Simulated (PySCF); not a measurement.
C2H7Sb. Atoms are numbered in the order given.

```xyz
10

Sb    -0.0372     0.3970     0.0000
H      1.6714     0.6071     0.0000
C      0.0127    -1.0758    -1.5984
H      0.7675    -1.8468    -1.3928
H     -0.9775    -1.5462    -1.6804
H      0.2459    -0.5801    -2.5513
C      0.0127    -1.0758     1.5984
H      0.7675    -1.8468     1.3928
H      0.2459    -0.5801     2.5513
H     -0.9775    -1.5462     1.6804
```

Geometry optimised at PBE0-D3(BJ)/def2-SVP. The def2 effective core potentials stand for the cores of Sb; spin–orbit coupling is left out.

Method: PBE0-D3(BJ)/def2-SVP (PySCF 2.14.0).

Frequencies are harmonic and unscaled.

```csv
mode,ν (cm⁻¹),IR (km/mol),Raman (Å⁴/amu),depolarisation,moving atoms (share of kinetic energy)
1,121,0.0,0.0,–,H 97 %
2,121,0.0,0.7,0.73,"H 90 %, C 8 %"
3,177,0.6,3.6,0.75,"C 52 %, H 40 %, Sb 8 %"
4,513,15.2,35.6,0.12,"C 66 %, H 24 %, Sb 10 %"
5,518,28.2,21.1,0.75,"C 65 %, H 22 %, Sb 12 %"
6,566,1.6,17.3,0.75,H 94 %
7,576,4.7,18.8,0.61,H 93 %
8,720,2.8,0.3,0.75,"H 88 %, C 12 %"
9,830,41.2,5.0,0.75,"H 79 %, C 20 %"
10,832,18.7,15.0,0.75,"H 85 %, C 15 %"
11,846,40.0,14.4,0.75,"H 83 %, C 16 %"
12,1213,0.2,4.7,0.75,"H 82 %, C 18 %"
13,1227,0.1,8.3,0.08,"H 83 %, C 17 %"
14,1430,1.5,25.7,0.75,H 95 %
15,1431,8.3,0.6,0.75,H 95 %
16,1439,6.0,20.9,0.74,H 95 %
17,1441,9.2,4.7,0.67,H 95 %
18,1934,216.0,209.6,0.33,H 99 %
19,3069,9.4,249.8,0.00,H 98 %
20,3071,11.1,0.2,0.75,H 98 %
21,3187,4.1,116.9,0.74,"H 90 %, C 10 %"
22,3187,0.8,48.1,0.75,"H 90 %, C 10 %"
23,3195,3.3,131.9,0.75,"H 90 %, C 10 %"
24,3196,1.6,9.0,0.75,"H 90 %, C 10 %"
```
